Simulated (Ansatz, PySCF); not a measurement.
Gas-phase reaction in SMILES: [SiH3][PH] → [SiH3][PH-] (an electron is taken up)
Geometries: B3LYP-D3(BJ)/def2-TZVP minima from Ansatz (a quantum-chemistry and plane-wave program).
Geometry of the first species:
SMILES: [PH][SiH3]
```xyz
6

Si    -1.0291     0.0960     0.1960
P      1.1626    -0.1750    -0.2869
H     -1.8251    -0.8330    -0.6382
H     -1.4580     1.4879    -0.0877
H     -1.2885    -0.1975     1.6273
H      1.5394     0.8235     0.6571
```
Charge 0, spin multiplicity 2.

Property: adiabatic electron affinity (0 K, with B3LYP-D3(BJ) harmonic zero-point energies from PySCF), positive where the reaction releases energy, in eV. Correlated levels leave the core frozen unless marked. Open shells are spin-unrestricted. No spin-orbit coupling. Non-relativistic. Anions need diffuse functions: aug- sets have them; def2-D sets add few; the other sets have none. Basis-set limits of correlation are two-point, X^-3; Hartree-Fock from the larger set. [CCSD(T)-MP2]/basis is that difference in the basis named.

| level | program | adiabatic electron affinity (eV) | minus last row |
|---|---|---|---|
| HF/STO-3G | Ansatz | -5.21 | -7.15 |
| BLYP/def2-TZVPD | Ansatz | 1.66 | -0.28 |
| revPBE-D3(BJ)/def2-TZVPD | Ansatz + dftd3 | 1.74 | -0.20 |
| TPSSh/def2-TZVPD | PySCF | 1.72 | -0.22 |
| MN15/def2-TZVPD | PySCF | 1.90 | -0.04 |
| CAM-B3LYP-D4/def2-TZVPD | Ansatz + dftd4 | 1.78 | -0.16 |
| LC-wPBE-D3(BJ)/def2-TZVPD | Ansatz + dftd3 | 1.72 | -0.22 |
| B2PLYP-D3(BJ)/def2-TZVPD | Ansatz + dftd3 | 1.72 | -0.22 |
| MP2/cc-pV(T+d)Z | Ansatz | 1.64 | -0.30 |
| MP2/cc-pwCVTZ | Ansatz | 1.65 | -0.29 |
| RI-MP2/def2-TZVPP | Ansatz | 1.68 | -0.26 |
| SCS-MP2/aug-cc-pV(D+d)Z | Ansatz | 1.66 | -0.28 |
| CCSD/def2-SVP | Ansatz | 1.01 | -0.93 |
| CCSD/def2-SVPD | Ansatz | 1.41 | -0.53 |
| CCSD/aug-cc-pV(T+d)Z | Ansatz | 1.72 | -0.22 |
| CCSD/cc-pV(T+d)Z | Ansatz | 1.51 | -0.43 |
| CCSD/def2-TZVPP | Ansatz | 1.54 | -0.40 |
| CCSD(T)/6-31G* | Ansatz | 1.01 | -0.93 |
| CCSD(T)/aug-cc-pV(T+d)Z | Ansatz | 1.84 | -0.10 |
| CCSD(T)/def2-TZVPP | Ansatz | 1.64 | -0.30 |
| RI-MP2/CBS(aug-cc-pV(T+d)Z,aug-cc-pV(Q+d)Z)+[CCSD(T)-MP2]/aug-cc-pV(T+d)Z | Ansatz | 1.94 | 0.00 |
